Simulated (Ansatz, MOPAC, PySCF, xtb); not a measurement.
Pair of molecules: CH6Ge (SMILES [CH3][GeH3]) (first 8 atoms) with H2O (SMILES O); geometry from B3LYP-D3(BJ)/def2-TZVP, rigid monomers moved along the line of their centres of mass till Ge2···O9 is 4.81 Å.
(charge 0, multiplicity 1):
```tsv
atom	x (Å)	y (Å)	z (Å)
C	-0.2534	1.6308	0.3515
Ge	0.3611	-0.2209	0.1646
H	-0.6939	1.7587	1.3388
H	-0.9997	1.8584	-0.4089
H	0.5838	2.3187	0.2376
H	1.4122	-0.5617	1.2425
H	0.9994	-0.4664	-1.2169
H	-0.8151	-1.2079	0.3263
O	-1.4713	-0.3216	4.6107
H	-0.5565	-0.6160	4.6775
H	-1.9114	-1.0014	4.0889
```

Monomers are frozen at their geometry in the pair; levels with a basis set take the counterpoise correction.

Rows in 6-31G* carry no dispersion term and start afresh at each structure (6-31G* with six Cartesian d functions); the Pople sets are all-electron and without relativity. The state reached by AM1 isn't checked.

Run with Ansatz (Gaussian orbitals); MOPAC for AM1 (differences of heats of formation); PySCF for 6-31G* rows, the dispersion terms; xtb for the GFN methods. Values without a source in brackets are computed.

**Question.** One of these levels gives -0.41 kcal/mol for the interaction energy. Which?
A) AM1
B) GFN1-xTB
C) PBE0-D3(BJ)/def2-TZVPPD
D) HF/6-31G*

**Answer.** D, HF/6-31G*. The others give 0.00 (AM1), -1.45 (GFN1-xTB), -0.78 (PBE0-D3(BJ)/def2-TZVPPD)

Ansatz is a program for electronic structure.
